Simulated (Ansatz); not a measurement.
Born–Oppenheimer molecular dynamics of a periodic cell of 15 atoms, H₈CO₆ (contents 4 H2O + 1 CO2, density as packed 1.04 g/cm³ with natural masses). It starts from a partly relaxed structure (largest force component 0.28 eV/Å).

Level of theory: DFT PBE-D3(BJ), scalar-relativistic, plane waves, PAW (Ansatz). Settings: accuracy low, cutoff 420 eV, k mesh 1x1x1, fermi-dirac smearing 0.05 eV, no spin polarisation.

```
ensemble        : NVT, Langevin thermostat
time step       : 0.5 fs
steps asked     : 300
set temperature : 1500 K
friction        : 0.02 /fs
seed            : 890790
```

First frame:

```xyz
15
Lattice="5.7083 0.0000 0.0000 0.0000 5.7083 0.0000 0.0000 0.0000 5.7083" Properties=species:S:1:pos:R:3
O 1.753 0.310 2.450
H 1.157 0.878 2.968
H 2.232 0.914 1.819
O 4.469 5.295 5.248
H 5.161 4.831 5.801
H 3.719 4.672 5.212
O 0.639 4.012 1.068
H 1.327 3.426 0.709
H 1.102 4.722 1.608
O 3.108 1.757 0.559
H 3.659 1.025 0.156
H 3.750 2.321 1.026
C 4.860 3.035 3.296
O 3.941 3.513 2.756
O 5.755 2.526 3.843
```

(1) What does the run give?

(2) What happens to the structure?

(3) How do temperature and energy run in time?

Results:

(1) The run went to its last step.

```json
{
  "steps done": "300",
  "time covered": "150 fs",
  "mean temperature over the second half": "1452 K",
  "spread of the potential energy over the second half": "30.2 meV per atom",
  "mean potential energy of the second half above the start": "176.4 meV per atom"
}
```

A run of 0.15 ps of so small a system gives no equilibrium averages. Limits of this set-up: coarse k mesh, low accuracy level.

(2) Mean squared displacements from the first frame to the last, about the centre of mass: O 0.74 Å², H 2.42 Å², C 0.43 Å². This is one draw of velocities; another would differ in detail.

(3) 
```csv
time (fs),T (K),potential energy less start (eV)
0.0,1400,0.000
5.0,1047,1.085
10.0,1229,1.074
15.0,1091,1.347
20.0,1402,1.354
25.0,1322,2.056
30.0,1289,1.776
35.0,1564,1.726
40.0,1500,2.147
45.0,1772,2.120
50.0,1485,2.449
55.0,1846,2.435
60.0,1854,2.815
65.0,1660,2.370
70.0,1324,2.678
75.0,1581,2.159
80.0,1508,2.545
85.0,1909,2.501
90.0,1655,2.950
95.0,2035,2.337
100.0,1394,3.231
105.0,1441,2.663
110.0,1209,3.067
115.0,1370,2.719
120.0,1298,2.885
125.0,1259,2.721
130.0,1309,2.470
135.0,1606,2.129
140.0,1451,2.167
145.0,1478,1.818
150.0,1554,1.799
```

Run time: 4.4 min on 1 thread of Arm Neoverse V1 (shared host), peak memory 0.3 GiB.
